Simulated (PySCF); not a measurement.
**In (indium, neutral) across methods**

[Kr] 4d10 5s1 5p1 5d1, one real determinant (an excited configuration). Computed with PySCF 2.14 in aug-cc-pVTZ-PP with ECP28MDF (6s5p4d2f, 55 functions), with a scalar-relativistic core potential.

```json
{"method": "revPBE", "E (hartree)": "-189.8359", "mean ε 5s α (eV)": "-12.241", "mean ε 5p α (eV)": "-5.753", "mean ε 5d α (eV)": "-0.837", "Σ⟨r²⟩ (bohr²)": "93.33", "⟨S²⟩": "3.751"}
{"method": "PBE0", "E (hartree)": "-189.7802", "mean ε 5s α (eV)": "-13.384", "mean ε 5p α (eV)": "-6.691", "mean ε 5d α (eV)": "-1.027", "Σ⟨r²⟩ (bohr²)": "93.12", "⟨S²⟩": "3.751"}
{"method": "r2SCAN", "E (hartree)": "-189.8443", "mean ε 5s α (eV)": "-12.638", "mean ε 5p α (eV)": "-6.085", "mean ε 5d α (eV)": "-0.696", "Σ⟨r²⟩ (bohr²)": "92.58", "⟨S²⟩": "3.753"}
{"method": "r2SCANh", "E (hartree)": "-189.8324", "mean ε 5s α (eV)": "-13.043", "mean ε 5p α (eV)": "-6.417", "mean ε 5d α (eV)": "-0.784", "Σ⟨r²⟩ (bohr²)": "92.62", "⟨S²⟩": "3.752"}
{"method": "PBE", "E (hartree)": "-189.7766", "mean ε 5s α (eV)": "-12.302", "mean ε 5p α (eV)": "-5.762", "mean ε 5d α (eV)": "-0.803", "Σ⟨r²⟩ (bohr²)": "92.66", "⟨S²⟩": "3.751"}
{"method": "UHF", "E (hartree)": "-188.92163", "mean ε 5s α (eV)": "-15.949", "mean ε 5p α (eV)": "-9.063", "mean ε 5d α (eV)": "-1.459", "Σ⟨r²⟩ (bohr²)": "95.24", "⟨S²⟩": "3.752"}
{"method": "LDA", "E (hartree)": "-189.4393", "mean ε 5s α (eV)": "-12.573", "mean ε 5p α (eV)": "-5.816", "mean ε 5d α (eV)": "-0.720", "Σ⟨r²⟩ (bohr²)": "90.96", "⟨S²⟩": "3.751"}
```

Q: Estimate the same row for B3LYP.

A: E (hartree) = -189.8404; mean ε 5s α (eV) = -13.173; mean ε 5p α (eV) = -6.410; mean ε 5d α (eV) = -0.940; Σ⟨r²⟩ (bohr²) = 92.91; ⟨S²⟩ = 3.751.

⟨L²⟩ = 8.00 against 12 for a pure F term, so this real determinant mixes terms. Energies and moments cover only the electrons outside the core potential. The outer electron is Rydberg-like, and this basis confines it to a smaller radius and binds it less than a complete one would.
